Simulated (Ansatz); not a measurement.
The cluster TeAu2⁻. The state is a doublet with charge -1. Geometry PBE0-D4/def2-TZVP, that of the neutral singlet; atoms count from 1.

Cartesian coordinates in Å:
```
Au -1.0939 -1.0613 1.0137
Au -0.0683 1.3409 -1.2443
Te 1.1622 -0.2796 0.2305
```

In the def2 sets Au, Te take a core potential; there is no spin–orbit coupling. The structure comes from a short search, and lower isomers may exist.

**Question.** Estimate the Mulliken populations from the PBE0/def2-TZVPD orbitals of Ansatz.

**Answer.** 
```json
{"atom": "Au1", "charge (e)": "-0.16", "spin (α − β)": "0.29", "d electrons": "9.77"}
{"atom": "Au2", "charge (e)": "-0.16", "spin (α − β)": "0.29", "d electrons": "9.77"}
{"atom": "Te3", "charge (e)": "-0.68", "spin (α − β)": "0.42", "d electrons": "–"}
```
Mulliken values depend strongly on the basis. With diffuse functions, as here, like atoms can get unlike values, and bond orders can come out too low or too high.

**Question.** Where does the spin sit?

**Answer.** Summed by element: Au 0.58, Te 0.42, of 1 unpaired in all. Largest on single atoms: Te3 0.42, Au1 0.29, Au2 0.29.

**Question.** And the Mayer bond orders between heavy atoms (over 0.3)?

**Answer.** Au1–Te3 1.33 (2.51 Å); Au2–Te3 1.33 (2.51 Å).
